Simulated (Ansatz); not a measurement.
Ansatz (an electronic-structure program) input (CCSD(T)/6-31G):

Ansatz 0.2 input:
```yaml
crystal:
  periodic: [false, false, false]
  atoms:
    - {symbol: O, position_ang: [-1.29736548, 0.95437683, 0.35818968]}
    - {symbol: C, position_ang: [-0.86902835, 0.07029536, -0.36861758]}
    - {symbol: B, position_ang: [0.67256538, -0.14630227, -0.45264912]}
    - {symbol: F, position_ang: [1.53000965, -0.76070056, 0.29653957]}
    - {symbol: H, position_ang: [-1.53981979, -0.47897051, -1.05942239]}
basis:
  gaussian:
    orbitals: 6-31G
magnetization: {spin_polarized: true, initial_magnetization: 1}
correlation: {method: ccsd_t, electrons: outside_noble_gas}
```

End of the output:

```
integrals: 0.01 GiB planned
435 factors; integrals over basis functions are off by at most 2.3e-4 eV
mean field: 0.08 GiB planned
mean field evaluation 1: about -6452.3002 eV, gradient 2.8e1 eV
mean field evaluation 2: about -6452.3114 eV, gradient 2.8e1 eV
mean field evaluation 4: about -6456.6235 eV, gradient 3.8e0 eV
mean field evaluation 8: about -6457.3800 eV, gradient 6.1e-1 eV
mean field evaluation 16: about -6457.4299 eV, gradient 3.4e-3 eV
mean field evaluation 32: about -6453.9104 eV, gradient 1.2e1 eV
mean field evaluation 64: about -6455.0442 eV, gradient 3.8e-2 eV
mean field evaluation 96: about -6454.4948 eV, gradient 1.3e0 eV
mean field -6457.42986376 eV, -237.3061704899 hartree, gradient 3.0e-6 eV, S^2 0.927263; 2 other end points of the search recorded, 0 dependent functions left out
determinant -6457.42986376 eV, -237.3061704899 hartree, with singles and doubles -6467.69660282 eV, -237.6834661914 hartree
determinant -6455.55660868 eV, -237.2373296354 hartree, with singles and doubles -6464.92583239 eV, -237.5816422562 hartree
determinant -6455.04428329 eV, -237.2185020248 hartree, with singles and doubles -6465.49794812 eV, -237.6026671215 hartree
4 core orbitals not correlated
reference -6457.42986376 eV, -237.3061704899 hartree; 11, 10 occupied and 23, 24 virtual orbitals, 435 factors
second order -9.55721213 eV of doubles, -0.00000000 eV of singles
coupled cluster: 0.09 GiB planned
cycle   1  -10.26931678 eV  change   -2.6e-3 eV  update   2.7e-3
cycle   2  -10.26974072 eV  change   -4.2e-4 eV  update   1.9e-3
cycle   3  -10.27018975 eV  change   -4.5e-4 eV  update   1.2e-3
cycle   4  -10.27038792 eV  change   -2.0e-4 eV  update   5.5e-4
cycle   5  -10.27155127 eV  change   -1.2e-3 eV  update   3.0e-4
cycle   6  -10.27199141 eV  change   -4.4e-4 eV  update   1.5e-4
cycle   7  -10.27190724 eV  change    8.4e-5 eV  update   8.5e-5
cycle   8  -10.27175769 eV  change    1.5e-4 eV  update   4.6e-5
cycle   9  -10.27169929 eV  change    5.8e-5 eV  update   2.2e-5
cycle  10  -10.27171335 eV  change   -1.4e-5 eV  update   1.2e-5
coupled cluster: 0.09 GiB planned
perturbative correction -0.26914863 eV, -0.0098910296 hartree
Total energy: -6467.97072573 eV, -237.6935400225 hartree
```

It need not be the lowest isomer of its formula.

The determinant is spin-contaminated: <S^2> is 0.93 against 0.75 for a pure state.
